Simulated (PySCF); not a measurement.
## Ionisation energy of Hg⁷⁰⁺ by level of theory

Hg⁷⁰⁺ [Ne] → Hg⁷¹⁺ [He] 2s2 2p5 [2p1/2^2 2p3/2^3, M_J = 3/2], as a difference of total energies. Computed with PySCF 2.14 in an even-tempered Gaussian basis (16 s from 57 bohr⁻², ratio 2.4; 13 p from 74 bohr⁻², ratio 2.4; 5 d from 260 bohr⁻², ratio 2.6; 4 f from 390 bohr⁻², ratio 2.6), with the two-component X2C-1e Hamiltonian. Correlated levels: nothing frozen; the 22 highest virtual spinors dropped. "Screened" scales the spin-orbit matrix elements by Boettger's factors to mimic the two-electron term; Breit and QED terms are absent.

```json
{"method": "GHF (spin-free)", "ionisation energy (eV)": "19135.7"}
{"method": "GMP2 (spin-free)", "ionisation energy (eV)": "19137.4"}
{"method": "GHF (screened spin-orbit)", "ionisation energy (eV)": "18573.5"}
{"method": "GMP2 (screened spin-orbit)", "ionisation energy (eV)": "18575.2"}
```

For this ion Breit and QED terms and the two-electron picture change, all absent here, outweigh the correlation shift from GHF to GMP2.

The spin-free rows lack the spin-orbit shift.

For comparison: 18550 ± 60 eV (theoretical estimate listed by NIST; NIST Atomic Spectra Database, ionization energies).
